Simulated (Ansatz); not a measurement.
Geometry optimisation of the cluster Te3Pb3⁺.

```yaml
crystal:
  periodic: [false, false, false]
  atoms:
    - {symbol: Pb, position_ang: [-0.044470, -0.393610, -2.151480]}
    - {symbol: Pb, position_ang: [-1.457720, -1.558950, 1.520740]}
    - {symbol: Pb, position_ang: [0.348650, 1.306840, 1.463780]}
    - {symbol: Te, position_ang: [1.209530, -1.378810, 0.350600]}
    - {symbol: Te, position_ang: [-2.023520, 0.676130, -0.229820]}
    - {symbol: Te, position_ang: [1.967520, 1.348400, -0.953820]}
basis:
  gaussian: {orbitals: def2-SVP}
total_charge: 1
magnetization: {spin_polarized: true, initial_magnetization: 1}
hamiltonian: {xc: pbe, dispersion: d4}
scf: {lower_state_search: "off"}
output: {orbitals: {seedname: orbitals}}
relax: {f_tol: 0.03, max_steps: 70}
```

```sh
$ ansatz run in.yaml --threads 4 --pin off --events-out ev --progress --plain --max-ram 6963MiB
```

It prints (some lines left out):

```
Functional definition: PBE
mean field -37627.60104819 eV, -1382.7888336168 hartree, gradient 3.9e-6 eV, S^2 0.753270; 0 other end points of the search recorded, 0 dependent functions left out
relax step   1: F+E_penalty+E_count = -37628.28073873 eV  Δ(F+E_penalty+E_count) = +0.000e0 eV  max|allowed force component| = 1.436e0 eV/Å  Δτ_max = 0.0000 Å  (22 SCF iters, accepted)
mean field -37627.96519797 eV, -1382.8022158744 hartree, gradient 3.2e-6 eV, S^2 0.753802; 0 other end points of the search recorded, 0 dependent functions left out
relax step   2: F+E_penalty+E_count = -37628.62673399 eV  Δ(F+E_penalty+E_count) = -3.460e-1 eV  max|allowed force component| = 5.126e-1 eV/Å  Δτ_max = 0.1947 Å  (30 SCF iters, accepted)
mean field -37628.08470726 eV, -1382.8066077601 hartree, gradient 2.4e-6 eV, S^2 0.753962; 0 other end points of the search recorded, 0 dependent functions left out
relax step   3: F+E_penalty+E_count = -37628.74037041 eV  Δ(F+E_penalty+E_count) = -1.136e-1 eV  max|allowed force component| = 2.593e-1 eV/Å  Δτ_max = 0.1732 Å  (29 SCF iters, accepted)
mean field -37628.15257464 eV, -1382.8091018400 hartree, gradient 2.3e-6 eV, S^2 0.754045; 0 other end points of the search recorded, 0 dependent functions left out
relax step   4: F+E_penalty+E_count = -37628.80288859 eV  Δ(F+E_penalty+E_count) = -6.252e-2 eV  max|allowed force component| = 2.511e-1 eV/Å  Δτ_max = 0.1909 Å  (27 SCF iters, accepted)
mean field -37628.17257114 eV, -1382.8098366980 hartree, gradient 3.0e-6 eV, S^2 0.754131; 0 other end points of the search recorded, 0 dependent functions left out
relax step   5: F+E_penalty+E_count = -37628.82393377 eV  Δ(F+E_penalty+E_count) = -2.105e-2 eV  max|allowed force component| = 9.116e-2 eV/Å  Δτ_max = 0.0477 Å  (22 SCF iters, accepted)
mean field -37628.18015742 eV, -1382.8101154887 hartree, gradient 1.6e-6 eV, S^2 0.754361; 0 other end points of the search recorded, 0 dependent functions left out
relax step   6: F+E_penalty+E_count = -37628.82922560 eV  Δ(F+E_penalty+E_count) = -5.292e-3 eV  max|allowed force component| = 4.630e-2 eV/Å  Δτ_max = 0.1336 Å  (26 SCF iters, accepted)
mean field -37628.18106095 eV, -1382.8101486927 hartree, gradient 2.6e-6 eV, S^2 0.754284; 0 other end points of the search recorded, 0 dependent functions left out
relax step   7: F+E_penalty+E_count = -37628.83217520 eV  Δ(F+E_penalty+E_count) = -2.950e-3 eV  max|allowed force component| = 2.263e-2 eV/Å  Δτ_max = 0.0515 Å  (22 SCF iters, accepted)
Total energy: -37628.83221435 eV, -1382.8340781388 hartree
Atom 0 at    -0.031284    -0.358337    -1.969352 Å, force     0.012979     0.015056     0.011218 eV/Å
Atom 1 at    -1.638639    -1.813450     1.279063 Å, force    -0.003422    -0.002291    -0.011179 eV/Å
Atom 2 at     0.482586     1.439034     1.296095 Å, force    -0.000535     0.001514    -0.020125 eV/Å
Atom 3 at     1.267050    -1.516281     0.628907 Å, force     0.002225     0.011167     0.001252 eV/Å
Atom 4 at    -2.240230     0.725886    -0.056270 Å, force     0.005875    -0.002821     0.013615 eV/Å
Atom 5 at     2.160507     1.523147    -1.178443 Å, force    -0.017122    -0.022625     0.005219 eV/Å
Dipole moment:    -0.343465    -0.299333     0.222909 e Å
Checks for a lower state left out: stability, starts, cluster_reference, orbital_swaps, neighbouring_geometries, increment
```

Hardware: 4 threads of Intel Xeon on a shared host. Wall time 35 s.

In the def2 sets Pb, Te take a core potential; there is no spin–orbit coupling. The structure comes from a short search, and lower isomers may exist.
